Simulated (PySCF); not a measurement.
**Exercise with solution: chemical shift, span and skew from a shielding tensor**

C3H7BFN, SMILES C=CB(F)NC. Atoms are numbered in the order given.

```xyz
13

C      0.0428     2.6062     0.0000
C      0.7166     1.4488     0.0000
B     -0.0169     0.0618     0.0000
F     -1.3699     0.0379     0.0000
N      0.6719    -1.1605     0.0000
C      0.0755    -2.4821     0.0000
H     -1.0535     2.6174     0.0000
H      0.5440     3.5812     0.0000
H      1.8147     1.4885     0.0000
H      1.6847    -1.1434     0.0000
H      0.3648    -3.0627    -0.8931
H      0.3648    -3.0627     0.8931
H     -1.0183    -2.3826     0.0000
```
Charge 0, spin multiplicity 1.

Coordinates come from a ωB97X-D3(BJ)/def2-SVP optimisation. The structure was generated by enumeration, and PubChem lists no compound with its InChIKey, so it may never have been made. Other conformers were not sampled.

GIAO shieldings from KT2/pcSseg-1 (PySCF), non-relativistic, no solvent. The symmetric part of the tensor of N5 has the principal values 105.6, 195.6, 209.4 ppm. The same nucleus in NH3 has σ = 266.2 ppm at this level (PySCF, at its B3LYP-D3(BJ)/def2-TZVP geometry).

Q: Work out the isotropic shielding, the ¹⁵N shift against NH3, the span and the skew.

A: 
σ(iso) = (σ11 + σ22 + σ33)/3 = 170.2 ppm. δ = σ(ref) − σ(iso) = 266.2 − (170.2) = 96.0 ppm.
Span Ω = σ33 − σ11 = 103.8 ppm. Skew κ = 3(σ(iso) − σ22)/Ω = -0.73. Tumbling in solution averages the tensor to δ; in a static solid the shielding alone would spread this spin-1/2 line over Ω.
